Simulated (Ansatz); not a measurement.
Relaxation of AlClH$_{8}$N$_{2}$ (12 atoms, charge 0, multiplicity 1), to a largest force component of 0.03 eV/Å in at most 50 steps.

Theory: Ansatz 0.2.0, RKS PBE0/def2-mTZVP.

```xyz
12
Properties=species:S:1:pos:R:3
Al -1.772 -0.714 -1.567
Cl -0.126 0.416 -2.499
H -1.797 -2.260 -1.880
H -2.958 0.162 -1.005
H 0.384 -0.277 1.249
N -0.335 -1.000 1.272
H 1.366 1.308 -0.525
N 1.734 1.411 0.419
H -0.927 -0.829 2.076
H 0.125 -1.892 1.414
H 2.741 1.303 0.353
H 1.564 2.373 0.693
```

Task: Where does it end, and by what steps?

Result: The run converged. The force dipped under the threshold on the way, but the program's further checks kept it going. After 20 steps the energy has fallen by 1.304 eV; H4 moved furthest, 0.94 Å. Joined: Al1–N6 (3.19 → 2.01 Å).

```csv
step,energy less start (eV),largest force component (eV/Å),accepted
0,0.0000,0.934,yes
1,-0.2937,0.694,yes
2,-0.6849,0.823,yes
3,-1.1382,0.764,yes
4,-1.0902,2.145,no
5,-1.2542,0.181,yes
6,-1.2711,0.154,yes
7,-1.2816,0.286,yes
8,-1.2853,0.099,yes
9,-1.2862,0.050,yes
10,-1.2894,0.032,yes
11,-1.2923,0.138,yes
12,-1.2948,0.068,yes
13,-1.2978,0.030,yes
14,-1.2999,0.161,yes
15,-1.3012,0.109,yes
16,-1.3024,0.026,yes
17,-1.3031,0.036,yes
18,-1.3032,0.096,yes
19,-1.3036,0.045,yes
20,-1.3037,0.006,yes
```

```xyz
12
Properties=species:S:1:pos:R:3
Al -1.442 -0.664 -0.934
Cl 0.147 -0.236 -2.369
H -2.154 -2.069 -1.177
H -2.289 0.628 -0.535
H 0.360 -0.151 0.785
N -0.298 -0.959 0.687
H 1.422 1.290 -0.547
N 1.424 1.353 0.470
H -0.833 -1.038 1.549
H 0.267 -1.801 0.605
H 2.395 1.404 0.763
H 1.001 2.246 0.704
```

Whether the end is a true minimum wasn't checked by a vibrational analysis.

Run time: 37 s on 2 threads of AMD EPYC 9R14 (Zen 4), with other jobs on the host, peak memory 0.24 GiB.
